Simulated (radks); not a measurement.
Question: The thulium ion Tm4+, configuration [Kr] 4d10 4f11 5s1.5 5p6 5d0.5 (fractional occupations, a model configuration). Calculated with a radial shooting solver on a logarithmic mesh with Libxc functionals: Dirac Kohn-Sham, BLYP, spin-unpolarised, spherical densities, point nucleus; open shells fill j = l - 1/2 first.

Spin-orbit splittings of the eigenvalues, e(l+1/2) - e(l-1/2), with zeta = 2 splitting/(2l+1) and mean radii in bohr:

shell  occ.  splitting (eV)  zeta (eV)  <r> j=l-1/2  <r> j=l+1/2
2p        6           980.5      653.7      0.07007      0.07746
3p        6           207.0      138.0       0.2103       0.2242
3d       10               ?          ?       0.1973       0.2016
4p        6           47.05      31.37       0.5049       0.5364
4d       10           8.615      3.446       0.5614       0.5724
4f       11           1.355     0.3872       0.7038       0.7137
5p        6           6.950      4.633        1.296        1.383
5d      0.5          0.7395     0.2958        1.830        1.865

Estimate the 3d splitting.

Answer: 45.22 eV (zeta = 18.09 eV).
